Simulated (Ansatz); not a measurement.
Phenacyltetrahydrothiophenium tetrafluoroborate, `F[B-](F)(F)F.O=C(C[S+]1CCCC1)c1ccccc1`. Charge 0, multiplicity 3. Geometry PBE-D4/def2-SVP, that of the neutral singlet.

```xyz
34

F     0.683   -1.867   -3.355
B     1.420   -3.107   -3.606
F     2.788   -2.824   -3.372
F     0.977   -4.042   -2.637
F     1.183   -3.525   -4.893
O    -1.610    1.177   -0.800
C    -1.319    0.859    0.350
C    -0.262   -0.223    0.572
S     0.130   -1.004   -1.050
C     1.570   -2.025   -0.501
C     2.793   -1.110   -0.581
C     2.613   -0.213   -1.812
C     1.177    0.320   -1.820
C    -1.953    1.489    1.540
C    -2.943    2.471    1.314
C    -3.572    3.097    2.393
C    -3.217    2.753    3.710
C    -2.232    1.780    3.945
C    -1.601    1.148    2.866
H    -0.642   -1.037    1.224
H     0.656    0.189    1.042
H     1.337   -2.408    0.511
H     1.585   -2.872   -1.219
H     2.899   -0.510    0.350
H     3.703   -1.735   -0.681
H     2.775   -0.829   -2.716
H     3.327    0.635   -1.815
H     1.018    1.232   -1.214
H     0.758    0.460   -2.831
H    -3.198    2.718    0.273
H    -4.345    3.859    2.213
H    -3.713    3.246    4.560
H    -1.955    1.512    4.975
H    -0.832    0.388    3.065
```

Single mean-field runs in def2-TZVP are fitted with def2-universal-jkfit. At PBE0-D4/def2-TZVP a singlet of charge 0 lies 3.46 eV below the triplet at the same geometry.

(1) Estimate the α-spin orbital energies around the gap (eV) in Ansatz with PBE-D4/def2-TZVP, PBE0-D4/def2-TZVP.

## Answers

(1) 
```csv
orbital,PBE-D4/def2-TZVP,PBE0-D4/def2-TZVP
HOMO−5,-7.62,-9.14
HOMO−4,-7.35,-8.91
HOMO−3,-7.28,-8.83
HOMO−2,-7.25,-8.77
HOMO−1,-7.12,-8.48
HOMO,-3.97,-5.05
LUMO,-2.26,-2.03
LUMO+1,-1.91,-0.97
LUMO+2,-1.56,-0.48
LUMO+3,-1.43,-0.20
LUMO+4,-0.93,0.00
LUMO+5,-0.28,0.56
β HOMO,-7.07,-8.26
β LUMO,-6.99,-6.29
```
